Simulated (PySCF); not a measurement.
Species: C4H11Si (doublet state).
Numbering: `[CH3:1][C:2]([CH3:3])[CH2:4][SiH3:5]` (hydrogens: H6, H7, H8 on C1; H9, H10, H11 on C3; H12, H13 on C4; H14, H15, H16 on Si5)

Cartesian coordinates in Å at the GFN2-xTB level; atoms count from 1:
```
atom  x, y, z in Å
C1    -1.2362    1.2876   -0.2600
C2    -0.6123   -0.0152    0.0865
C3    -0.9527   -0.6894    1.3655
C4     0.2770   -0.6795   -0.8758
Si5    2.0761   -0.1067   -0.4926
H6    -2.1756    1.1509   -0.8118
H7    -0.5747    1.8758   -0.8969
H8    -1.4692    1.8658    0.6342
H9    -0.1185   -1.2982    1.7156
H10   -1.8140   -1.3608    1.2511
H11   -1.2085    0.0342    2.1393
H12    0.2219   -1.7643   -0.7864
H13    0.0283   -0.4069   -1.9012
H14    2.3933   -0.5072    0.8782
H15    3.0323   -0.7249   -1.4166
H16    2.1252    1.3478   -0.6405
```

The hyperfine couplings belong to this conformer and change with its torsions.

The calculation used UKS B3LYP, pcH-1 on C H Si, non-relativistic, mean-field spin-orbit, GIAO (PySCF 2.14.0). Isolated species at its GFN2-xTB geometry (one conformer only). The geometry wasn't refined by DFT: couplings that depend on bond lengths, twists or pyramidal angles can differ widely from those at the functional's own minimum. No stability test was run, so a lower SCF solution isn't excluded.

Task: Where do the isotropic ENDOR lines of H6 (×6), H12/H13 and H14/H15/H16 fall at 337.7 mT, to first order?

Result: ν± = |νn ± a/2|, one line for each electron-spin manifold; νn = |g_N| × 7.62259 MHz/T × B.

```
     nuclei  isotope     g_N  νn (MHz)  a_iso (MHz)  lower line (MHz)  upper line (MHz)
    H6 (×6)       1H  5.5857     14.38        67.03             19.14             47.89
    H12/H13       1H  5.5857     14.38        42.58              6.91             35.67
H14/H15/H16       1H  5.5857     14.38         7.26             10.75             18.01
```

Task: Which pairs are centred on the nuclear Larmor frequency, and which on half the coupling?

Result: Centred on νn, since |a| < 2νn: H14/H15/H16. Centred on |a|/2 and split by 2νn: H6 (×6) and H12/H13.

Task: At what field would the lower line of H12/H13 fall to zero frequency?

Result: Where νn = |a|/2, that is B = 21.29 MHz/(5.5857 × 7.62259 MHz/T) = 500 mT, as far as first order holds there.

Class means assume fast exchange of nuclei equivalent by connectivity; if that motion is slow, each nucleus keeps its own coupling. The six 1H nuclei of mean +67.0 MHz run from 27.8 to 131.7 MHz in the frozen geometry. The three 1H nuclei of mean +7.3 MHz run from -4.2 to 30.1 MHz in the frozen geometry.

Largest spin populations (Mulliken): C2 (+0.92), C3 (-0.08), C1 (-0.08) and Si5 (+0.07). C2 is the only atom above +0.15. The positive populations add up to 1.23 and the negative ones to -0.23, together 2S = 1. The angles at C2 add up to 359.9°, so it is planar.
